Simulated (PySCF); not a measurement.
A small calculation by hand: dipole moment from atomic charges

CH3BBrClO, SMILES COB(Cl)Br. Atoms are numbered in the order given.

```xyz
8

B     -0.2286    -0.5684     0.1180
Cl    -0.5875    -1.2402     1.7075
Br     0.4820     1.2381    -0.0007
O     -0.4562    -1.3212    -0.9541
C     -0.2484    -1.0043    -2.3203
H      0.4646    -1.7280    -2.7423
H     -1.2074    -1.1008    -2.8503
H      0.1428     0.0158    -2.4471
```
Charge 0, spin multiplicity 1.

Geometry optimised at B3LYP-D3(BJ)/def2-SVP. The values are those of a single conformer.

Charges (e) from PBE/def2-TZVP in PySCF:

| atom | ESP fit | IAO |
|---|---|---|
| B1 | 0.203 | 0.186 |
| Cl2 | -0.104 | -0.060 |
| Br3 | -0.097 | -0.060 |
| O4 | -0.191 | -0.322 |
| C5 | -0.096 | -0.221 |
| H6 | 0.109 | 0.164 |
| H7 | 0.109 | 0.164 |
| H8 | 0.068 | 0.148 |

The dipole moment of the full density is 2.41 D.

Task: What dipole moment does each set of point charges give, and which comes closer to that of the density?

Result: 
μ = Σ q r, and 1 e Å = 4.8032 D.
ESP fit: Σ q r = (0.008, -0.065, -0.525) e Å, |μ| = 2.54 D.
IAO: Σ q r = (0.065, 0.080, -0.540) e Å, |μ| = 2.64 D.
ESP fit comes closer in size. Point charges leave out the atoms' own dipoles (lone pairs, polarised bonds); fits to the potential absorb them, partitions of the density don't.
